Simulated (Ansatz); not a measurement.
Geometry optimisation, Ansatz, RKS revPBE/def2-SVP.

Input:

```yaml
crystal:
  periodic: [false, false, false]
  atoms:
    - { symbol: W, position_ang: [0.0, 0.0, 0.0] }
    - { symbol: F, position_ang: [0.9293, 0.0, 1.8273] }
    - { symbol: H, position_ang: [1.7303, 0.0, 0.8322] }
    - { symbol: H, position_ang: [0.0, 1.72, 0.0] }
    - { symbol: F, position_ang: [-1.85, 0.0, 0.0] }
    - { symbol: H, position_ang: [0.0, -1.72, 0.0] }
    - { symbol: H, position_ang: [0.0, 0.0, -1.72] }
basis:
  gaussian: { orbitals: def2-SVP }
hamiltonian:
  xc: revpbe
relax:
  f_tol: 0.15
  max_steps: 25
  restrain:
    - { distance: [1, 2], at: 0.92, k: 30.0 }
    - { distance: [0, 1], at: 3.05, k: 30.0 }
    - { distance: [0, 2], at: 2.92, k: 30.0 }
```

Run as:

```bash
$ ansatz run input.yaml --threads 1 --pin off --max-ram 2048MiB --backend cpu --events-out ev --progress --plain --runs-dir out
```

Task: Where does it end, and by what steps?

Result: The forces met the threshold. The restraints hold the end off the free minimum. After 18 steps the energy has fallen by 3.673 eV (the restraints' own energy left out); H3 moved furthest, 1.06 Å. Parted: W1–F2 (2.05 → 3.04 Å), W1–H3 (1.92 → 2.92 Å). Joined: F2–H3 (1.28 → 0.94 Å).

```
step  energy less start (eV)  largest force component (eV/Å)  accepted
   0                  0.0000                           4.877       yes
   1                 -0.6058                           3.585       yes
   2                 -0.7334                           8.350       yes
   3                 -1.9975                           4.716       yes
   4                 -2.9740                           1.790       yes
   5                 -3.3125                           0.663       yes
   6                 -3.4110                           0.876       yes
   7                 -3.4464                           0.495       yes
   8                 -3.4832                           1.553        no
   9                 -3.4901                           0.506       yes
  10                 -3.5217                           0.311       yes
  11                 -3.5515                           1.148       yes
  12                 -3.5856                           0.573       yes
  13                 -3.6485                           0.338       yes
  14                 -3.6500                           0.346       yes
  15                 -3.6633                           0.401       yes
  16                 -3.6219                           1.110        no
  17                 -3.6687                           0.349       yes
  18                 -3.6727                           0.372       yes
```

```xyz
7
Properties=species:S:1:pos:R:3
W -0.482 0.141 -0.243
F 1.611 0.207 1.958
H 1.596 -0.673 1.639
H 0.105 1.750 -0.255
F -2.281 -0.169 -0.146
H 0.658 -1.140 -0.109
H -0.397 -0.115 -1.905
```

Run time: 74 s on 1 thread of Arm Neoverse V1 (shared host), peak memory 0.15 GiB.
